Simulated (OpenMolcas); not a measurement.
Pm+: from CASSCF to CASPT2

| Property | Result |
| --- | --- |
| Program | OpenMolcas 26.06 |
| Basis | ANO-RCC-VTZP [8s7p5d3f2g1h] |
| Scalar Hamiltonian | DKH2, point nucleus |
| Active space | 6 electrons in 8 orbitals (4f 6s) |
| State averaging | 2S+1 = 7 odd, 21 roots; 2S+1 = 5 odd, 129 roots kept (CI in the orbitals of an earlier block); 2S+1 = 3 odd, 143 roots kept (CI in the orbitals of an earlier block, 131 in the spin-orbit step); 2S+1 = 1 odd, 56 roots kept (CI in the orbitals of an earlier block, 17 in the spin-orbit step) |
| Spin-orbit coupling | state interaction with AMFI integrals over the reference wave functions, term energies averaged over their components |

Methods on the same reference wave functions:
A. CASSCF
B. SS-CASPT2, IPEA 0.25 Eh, imaginary shift 0.1 Eh (closed shells correlated: 5s 5p)
C. MS-CASPT2, IPEA 0.25 Eh, imaginary shift 0.1 Eh (closed shells correlated: 5s 5p)

Energies in cm-1 above 4f5 6s 7H* 2, the measured ground level; measured values from NIST Handbook of Basic Atomic Spectroscopic Data.

| Level | A | B | C | Measured |
| --- | --- | --- | --- | --- |
| 4f5 6s 7H* 2 | 0.0 | 0.0 | 0.0 | 0.0 |
| 4f5 6s 7H* 3 | 508 | 425 | 425 | 446 |
| 4f5 6s 7H* 4 | 1224 | 1152 | 1152 | 1133 |
| 4f5 6s 7H* 5 | 2115 | 2080 | 2080 | 1984 |
| 4f5 6s 5H* 3(1) | 2272 | 1418 | 1418 | 1603 |
| 4f5 6s 7H* 6 | 3145 | 3140 | 3140 | 2950 |
| 4f5 6s 5H* 4(1) | 3363 | 2530 | 2530 | 2667 |
| 4f5 6s 7H* 7 | 4275 | 4290 | 4290 | 4000 |
| 4f5 6s 5H* 5(1) | 4585 | 3740 | 3740 | 3812 |
| 4f5 6s 7H* 8 | 5480 | 5510 | 5510 |  |
| 4f5 6s 5H* 6(1) | 5898 | 5030 | 5030 | 5018 |
| 4f5 6s 7F* 0 | 7052 | 5610 | 5610 | 5281 |
| 4f5 6s 7F* 1 | 7177 | 5720 | 5720 | 5391 |
| 4f5 6s 5H* 7(1) | 7286 | 6380 | 6380 |  |
| 4f5 6s 7F* 2 | 7448 | 5970 | 5970 | 5632 |
| 4f5 6s 7F* 3 | 7904 | 6410 | 6410 | 6048 |
| 4f5 6s 7F* 4 | 8591 | 7110 | 7110 | 6705 |
| 4f5 6s 5F* 1(1) | 9050 | 6630 | 6630 |  |
| 4f5 6s 5F* 2(1) | 9470 | 7060 | 7060 |  |
| 4f5 6s 7F* 5 | 9516 | 8060 | 8060 |  |
| 4f5 6s 5F* 3(1) | 10214 | 7820 | 7820 |  |
| 4f5 6s 7F* 6 | 10608 | 9170 | 9170 |  |
| 4f5 6s 5F* 4(1) | 11314 | 8920 | 8920 |  |
| 4f5 6s 5F* 5(1) | 12730 | 10340 | 10340 |  |

Deviations, from unrounded energies. A percentage is the sum of absolute deviations over the sum of measured energies, with the sign that they share, or ± where signs differ.

```csv
Against measurement,Levels,A,B,C
mean absolute deviation (cm-1),14,920,200,200
fine structure of the ground term (%),5,+7.2,±5.8,±5.8
other terms of the ground configuration (%),9,+28.8,±5.1,±5.1
```

B, C lie about equally close to measurement and A furthest from it. The largest miss of B in the table is 4f5 6s 7F* 4, by +400 cm-1. The ranking rests on the paired levels alone, and a cruder setting can come out closer through cancelling errors.

Between B and C no level of the table moves by more than 5 cm-1.

The two smallest mean deviations differ by little beside CASPT2's spread within terms, so their order carries little weight.

From A to B the spin-free energies of the other terms of 4f5 6s shown, above 7H*, scale by factors of 0.49 to 0.75.

The lowest spin-free term lies below A's lowest term by 0.462 hartree in B, 0.462 hartree in C.

CASPT2 does not keep the components of a term degenerate, so their means are used; among the terms shown or strongly mixed into the levels shown the widest spread is 480 cm-1 (4f5 6s 7H*, C). High states are left out of the spin-orbit mixing, which shifts the levels that they would mix with. Terms from blocks run as CI alone lack orbitals of their own. Without dynamic correlation excited terms often stand tens of per cent too high (terms of higher spin than the ground term too low), and those without a measured partner can miss by more than the paired ones (holds for A). Some levels mix across a computed gap that differs much from the measured one, so their mixing is not that of the real levels (holds for A). Blocks of more than 70 roots (2S+1 = 5 odd, 3 odd) ran without multistate coupling (holds for C). Computed and measured levels are paired by configuration, term and J; levels that our copy of the source lacks, or whose pairing is in doubt (as where it misses far off the trend of its configuration), stay unpaired and out of the deviations. Only configurations of the active space appear. Levels that lie high or do not pair safely by name in every column are left out.

A number in round brackets counts repeated terms of one configuration in the order of the reference energies. * marks odd parity.
